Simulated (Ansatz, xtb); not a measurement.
**Ranking isomers of C6H8Si**

4 gas-phase structures of C6H8Si, from a drawn sample of its isomers (lower ones may exist). Each was relaxed with GFN2-xTB:

A. `C1=C[C@H]2C=C[C@@H]1[SiH2]2`, a singlet
B. `C=CC1=C[SiH2]C=C1`, a singlet
C. `[SiH3]c1ccccc1`, a singlet
D. `C#CC1=C[SiH2]CC1`, a singlet

**Question.** Estimate their order in r2SCAN-D4/def2-SVP energy at these geometries, lowest first.

**Answer.** Calculated order at r2SCAN-D4/def2-SVP: C (0.0), B (151.1), A (155.4), D (215.1) kJ/mol.

Energies above the lowest of each column, in kJ/mol; the last columns are at B3LYP/def2-SVP geometries and were run for some of them only (a dash: not run or not comparable):

| structure | GFN2-xTB | HF/STO-3G | r2SCAN-D4/def2-SVP | B3LYP/def2-SVP | CCSD(T)/def2-SVP + ΔMP2/def2-TZVPP |
| --- | --- | --- | --- | --- | --- |
| C | 0.0 | 0.0 | 0.0 | 0.0 | 0.0 |
| B | 190.0 | 188.5 | 151.1 | 146.5 | 121.9 |
| A | 130.5 | 131.3 | 155.4 | 170.7 | 123.4 |
| D | 204.6 | 170.5 | 215.1 | – | – |

Every level run on C puts it lowest or level with the lowest. Flexible structures stand in one conformer each, not always the lowest. C keeps a small imaginary mode. Frequencies (GFN2-xTB) were run for A, B, C alone. ΔMP2 is the change of the MP2 energy from the smaller to the larger basis.

Over these structures GFN2-xTB departs from r2SCAN-D4/def2-SVP by 19.0 kJ/mol on average once a common shift is removed. A GFN2-xTB relaxation took about 0.079 s and the r2SCAN-D4/def2-SVP energy about 1.9 s on a shared host (Ansatz 0.2.0, xtb 6.7.1).
